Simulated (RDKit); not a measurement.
Input for RDKit: MMFF94 on CH4Cl2Si (SMILES C[SiH](Cl)Cl).

```python
from rdkit import Chem
from rdkit.Chem import AllChem, rdDetermineBonds

blocks = [
'''8

Si    0.80365871    0.11424261    0.13978035
C    -1.02104004   -0.16411413   -0.00829200
Cl    1.81565631   -1.30793850   -0.95553188
Cl    1.28392877    1.98172373   -0.58706341
H     1.29940385    0.03940295    1.52335084
H    -1.28282833   -1.15336697    0.37178849
H    -1.56430478    0.58798021    0.56688927
H    -1.33427451   -0.09792989   -1.05092166
''',
]
mol = None
for b in blocks:
    f = Chem.MolFromXYZBlock(b)
    rdDetermineBonds.DetermineBonds(f, charge=0)
    mol = f if mol is None else Chem.CombineMols(mol, f)
Chem.SanitizeMol(mol)
print(Chem.MolToSmiles(Chem.RemoveHs(mol)))
ff = AllChem.MMFFGetMoleculeForceField(mol, AllChem.MMFFGetMoleculeProperties(mol), nonBondedThresh=100.0, ignoreInterfragInteractions=False)
e = ff.CalcEnergy()
print(f'MMFF94 energy {e:.6f} kcal/mol')
```

Program output:

```
C[SiH](Cl)Cl
MMFF94 energy 0.601396 kcal/mol
```

The run finished.

Cost: around 0.05 core-seconds (rough).
